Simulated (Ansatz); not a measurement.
**ScF: state-averaged CASSCF**

Computed with Ansatz's Gaussian-basis code (development build). State-averaged CASSCF with equal weights; occupations are averaged over the states; levels count from the state that is lowest in CASSCF. The basis is small, far from the limit. Solutions may break the symmetry of the shape. The lowest solution met needn't be the lowest there is, nor hold the orbitals that a chemist would pick. CASSCF levels without dynamic correlation can be off by over 1 eV. The average may hold one member of a degenerate pair alone.

Geometry: bond length 1.7870 Å.

Basis def2-SVP, nonrelativistic, 6 orbitals frozen in the corrections; active space CAS(8,9). Averaged: 2 singlets.

CASSCF levels: singlet 0.00, singlet 0.42 eV.

Problem. How does SC-NEVPT2 move them?

Solution. singlet 0.00, singlet 0.60 eV, in the same order of listing. The lowest state stays.
